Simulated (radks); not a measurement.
Values are calculated unless marked as measured or tabulated.
Q: The neodymium ion Nd48+, configuration [Ne] 3s2 (the NIST ground configuration). Code: a radial shooting solver on a logarithmic mesh with Libxc functionals. Model: Dirac Kohn-Sham, PBE, spin-unpolarised, spherical densities, finite nucleus; Fermi nuclear charge, rms radius 4.9123 fm. Some entries of the table are withheld. Estimate them.

| orbital | occ. | eigenvalue (eV) | r(max) (bohr) | <1/r> (bohr^-1) |
|---|---|---|---|---|
| 1s1/2 | 2 | -46780.71 | 0.01509 | 66.08 |
| 2s1/2 | 2 | -10233.41 | 0.08495 | 15.91 |
| 2p1/2 | 2 | (1) | 0.06445 | 15.84 |
| 2p3/2 | 4 | (2) | 0.06976 | 14.26 |
| 3s1/2 | 2 | (3) | 0.2268 | 6.494 |

A: 
(1) 2p1/2 eigenvalue (eV): -9905.440
(2) 2p3/2 eigenvalue (eV): -9366.462
(3) 3s1/2 eigenvalue (eV): -4168.767
